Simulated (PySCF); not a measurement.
A structure optimised at PBE-D3(BJ)/def2-SVP, used in a PySCF frequency run:

```xyz
11

N      0.9166    -2.7875     0.0000
C      0.0242    -2.0280     0.0000
C     -1.0397    -1.0328     0.0000
B     -0.5181     0.4681     0.0000
O     -1.3933     1.4912     0.0000
C      1.0280     0.9731     0.0000
O      1.1954     2.1916     0.0000
H     -1.6985    -1.1817    -0.8847
H     -1.6985    -1.1817     0.8847
H     -0.8393     2.3176     0.0000
H      1.9189     0.2814     0.0000
```

Q: Write its SMILES, formula and point group.

A: N#CCB(O)C=O, C₃H₄BNO₂, Cs

Q: What are its rotational constants (standard atomic weights)?

A: 4.7672, 1.6455, 1.2327 GHz
